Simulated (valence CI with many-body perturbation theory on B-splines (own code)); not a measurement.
Values are calculated unless marked as measured or tabulated.
# Mo II: input, log and results

The program does CI of the valence electrons with many-body perturbation theory for a frozen closed Dirac-Fock core.

Command, and the settings that its task file holds:

```sh
python run_cv.py task.json out
```

```
atom Mo  Z=42  mass_number=98  rms_radius_fm=4.4091
core [Kr]
valence 4d6
avg = 1
basis = S
breit = 1
cap = 10000
capref = 1200
cscale = 1
de = 0.0
dress = 0
eps = 2e-08
extrap = 1
h = 0.27
hh = 1
l2 = 3
lcore = 6
maxit = 60
n2 = 5
natural = 1
nlev = 21
nno = [3, 3, 3, 3, 1]
nroot = 26
nsp = [3, 3, 2, 2, 0]
pt2 = 1
qed = 1
rpa = 1
s1 = 1
s2 = 1
s3 = 1
screen = 1
tol = 2e-05
whole = 1
```

Task: What became of the run, and why?

Result: It gave no result: the electrons of core and valence do not add up to the charge. The program said: "core and valence hold 42 electrons, the ion has 41".
